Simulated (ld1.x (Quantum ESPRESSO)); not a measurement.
**Pr: TM pseudisation with PBEsol, scalar-relativistic reference atom.**

ld1.x (Quantum ESPRESSO) 7.5 was run on this input:

```
&input
   title='Pr', zed=59., rel=1, dft='PBESOL', iswitch=3,
   config='[Xe] 4f2 5d0 6s0 6p0',
   nld=4, rlderiv=3.70, eminld=-7.0, emaxld=5.0, deld=0.02
 /
 &inputp
   pseudotype=2, tm=.true., lloc=0,
   nlcc=.false.,
   file_pseudopw='Pr.UPF', file_wfcaegen='ae.wfc', file_wfcncgen='nc.wfc', file_beta='beta', file_chi='chi'
 /
4
5P  2  1   6.00   0.00  1.90  1.90  0.0
5D  3  2   0.00   0.00  3.40  3.40  0.0
4F  4  3   2.00   0.00  1.70  1.70  0.0
5S  1  0   2.00   0.00  2.60  2.60  0.0
 &test
   configts(1)='4f2 5s2 5p6 5d0 6s0 6p0'
 /
```

Command:

```bash
ld1.x < Pr.in > Pr.out
```

The program printed (shortened: banner, matrices, multipoles, cross overlaps and the repeated all-electron block are left out):

```
Program LD1 v.7.5
     --------------------------- All-electron run ----------------------------

     Pr
     scalar relativistic calculation

     atomic number is 59.00
     dft =PBESOL   lsd =0 sic =0 latt =0  beta=0.20 tr2=1.0E-14
     Exchange-correlation= PBESOL
                           (   1   4  10   8   0   0   0)
     mesh =1255 r(mesh) =  99.23220 a.u. xmin = -7.00 dx = 0.01250
     1 Ry =  13.60569312 eV, c = 137.03599908

     n l     nl                  e(Ry)          e(Ha)          e(eV)
     1 0     1S 1( 2.00)     -3074.3472     -1537.1736    -41828.6246
     2 0     2S 1( 2.00)      -496.4903      -248.2451     -6755.0945
     2 1     2P 1( 6.00)      -444.5251      -222.2626     -6048.0722
     3 0     3S 1( 2.00)      -108.9091       -54.4546     -1481.7843
     3 1     3P 1( 6.00)       -92.4538       -46.2269     -1257.8974
     4 0     4S 1( 2.00)       -23.4281       -11.7140      -318.7550
     4 1     4P 1( 6.00)       -18.0394        -9.0197      -245.4380
     3 2     3D 1(10.00)       -69.3393       -34.6696      -943.4086
     5 0     5S 1( 2.00)        -4.8238        -2.4119       -65.6312
     5 1     5P 1( 6.00)        -3.4573        -1.7287       -47.0391
     4 2     4D 1(10.00)       -10.3300        -5.1650      -140.5473
     4 3     4F 1( 2.00)        -2.1932        -1.0966       -29.8405
     5 2     5D 1( 0.00)        -1.7543        -0.8772       -23.8688
     6 0     6S 1( 0.00)        -1.5321        -0.7661       -20.8459
     6 1     6P 1( 0.00)        -1.1859        -0.5929       -16.1344

     final scf error:  8.1E-15 reached in  25 iterations

     Etot =  -18465.006955 Ry,   -9232.503477 Ha, -251229.218139 eV

     Ekin =   19611.341482 Ry,    9805.670741 Ha,  266825.893931 eV
     Encl =  -44684.126047 Ry,  -22342.063023 Ha, -607958.506458 eV
     Eh   =    7030.509808 Ry,    3515.254904 Ha,   95654.958952 eV
     Exc  =    -422.732198 Ry,    -211.366099 Ha,   -5751.564563 eV

     normalization and overlap integrals

     s(1S/1S) =  1.000000  <r> =   0.0241  <r2> =    0.0008  r(max) =   0.0153
     s(2S/2S) =  1.000000  <r> =   0.1031  <r2> =    0.0125  r(max) =   0.0872
     s(2P/2P) =  1.000000  <r> =   0.0906  <r2> =    0.0100  r(max) =   0.0705
     s(3S/3S) =  1.000000  <r> =   0.2725  <r2> =    0.0848  r(max) =   0.2491
     s(3P/3P) =  1.000000  <r> =   0.2706  <r2> =    0.0848  r(max) =   0.2429
     s(4S/4S) =  1.000000  <r> =   0.6215  <r2> =    0.4358  r(max) =   0.5755
     s(4P/4P) =  1.000000  <r> =   0.6579  <r2> =    0.4920  r(max) =   0.6050
     s(3D/3D) =  1.000000  <r> =   0.2476  <r2> =    0.0722  r(max) =   0.2014
     s(5S/5S) =  1.000000  <r> =   1.4671  <r2> =    2.4119  r(max) =   1.3297
     s(5P/5P) =  1.000000  <r> =   1.6769  <r2> =    3.1666  r(max) =   1.4880
     s(4D/4D) =  1.000000  <r> =   0.7231  <r2> =    0.6062  r(max) =   0.6360
     s(4F/4F) =  1.000000  <r> =   1.0123  <r2> =    1.3143  r(max) =   0.6770
     s(5D/5D) =  1.000000  <r> =   2.2922  <r2> =    5.9952  r(max) =   1.9591
     s(6S/6S) =  1.000000  <r> =   3.3226  <r2> =   12.2760  r(max) =   3.1111
     s(6P/6P) =  1.000000  <r> =   3.8802  <r2> =   16.7670  r(max) =   3.6145

     ------------------------ End of All-electron run ------------------------

     --------------------- Generating NC pseudopotential ---------------------

      Generating local pot.: lloc=0, matching radius rcloc =   2.6000

      Wfc   5P  rcut= 1.911  Using Troullier-Martins method

      Wfc   5D  rcut= 3.396  Using Troullier-Martins method

      Wfc   4F  rcut= 1.686  Using Troullier-Martins method

     ------------------- End of pseudopotential generation -------------------

     Computing logarithmic derivative in   3.68302

       Warning: n=4, l=3 expected 0 nodes, found 1
       Setting wfc to zero for this iteration
       (This warning will only be printed once per wavefunction)

     Message from routine run_pseudo:
     Warning: convergence not achieved
     Computing logarithmic derivative in   3.68302
     Computing the partial wave expansion
       no projector for channel:   0
     R is outside the sphere for l=    1 j= 0.00
     R is outside the sphere for l=    2 j= 0.00
     R is outside the sphere for l=    3 j= 0.00

     ---------------------- Testing the pseudopotential ----------------------

     Pr
     scalar relativistic calculation

     atomic number is 59.00   valence charge is 13.00
     dft =PBESOL   lsd =0 sic =0 latt =0  beta=0.20 tr2=1.0E-14
     mesh =1255 r(mesh) =  99.23220 xmin = -7.00 dx = 0.01250

     n l     nl             e AE (Ry)        e PS (Ry)    De AE-PS (Ry)
     4 3     4F   1( 2.00)       -2.19324       -2.19324        0.00000
     1 0     5S   1( 2.00)       -4.82381       -4.82381       -0.00000
     2 1     5P   1( 6.00)       -3.45731       -3.45732        0.00001
     3 2     5D   1( 0.00)       -1.75433       -1.75433        0.00000
     2 0     6S   1( 0.00)       -1.53214       -1.81232        0.28018  !
     3 1     6P   1( 0.00)       -1.18586       -1.15292       -0.03294  !

     eps = 7.2E-13  iter =201

     Etot =  -18465.006955 Ry,   -9232.503477 Ha, -251229.218139 eV
     Etotps =   -91.163580 Ry,     -45.581790 Ha,   -1240.343692 eV

     Ekin =      53.038986 Ry,      26.519493 Ha,     721.632168 eV
     Encl =    -162.544471 Ry,     -81.272235 Ha,   -2211.530190 eV
     Ehrt =      59.434180 Ry,      29.717090 Ha,     808.643213 eV
     Ecxc =     -10.002603 Ry,      -5.001302 Ha,    -136.092353 eV
     Epseu=     -31.089672 Ry,     -15.544836 Ha,    -422.996531 eV

     ---------------------- End of pseudopotential test ----------------------
```

Generation and configuration tests took about 7.5 s on one core of a shared server CPU.
